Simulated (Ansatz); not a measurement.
`BN(B)CC=C` + `CF` → `C=CCCF` + `BNB`  (formal exchange of groups at a C–N bond)

Isolated molecules relaxed with PBE0-D4/def2-TZVP in Ansatz; ΔE leaves out vibrations. CBS: MP2 limit from def2 TZ/QZ plus the TZ coupled-cluster correction, frozen cores. This one scheme is used for every species. Functionals use def2-TZVPP. Each species was taken in one conformer, which may not be the lowest.

```csv
level,ΔE (kJ/mol),difference from CCSD(T)/CBS
BLYP-D4,-36.7,4.7
r2SCAN-D4,-43.8,-2.4
r2SCANh-D4,-44.2,-2.8
r2SCAN0-D4,-44.7,-3.3
ωB97M-V,-43.7,-2.3
PBE,-46.3,-4.9
r2SCANh,-46.1,-4.7
HF/def2-SVP,-54.1,-12.7
HF/def2-TZVPP,-53.9,-12.5
MP2/def2-TZVPP,-39.4,2.0
CCSD(T)/CBS,-41.4,0
```

Largest T1 diagnostic among the species: 0.012.

Leaving LDA and LC-ωPBE aside and taking each functional with its dispersion term where it has one, the values, not all of them listed here, spread over 10.4 kJ/mol, from B2PLYP to revPBE-D4. LDA lies +7.0 kJ/mol from PBE without D4. In def2-TZVPP, CCSD(T) changes the Hartree–Fock value by +13.4 kJ/mol (the triples alone add +2.6 kJ/mol) and MP2 by +14.5 kJ/mol.
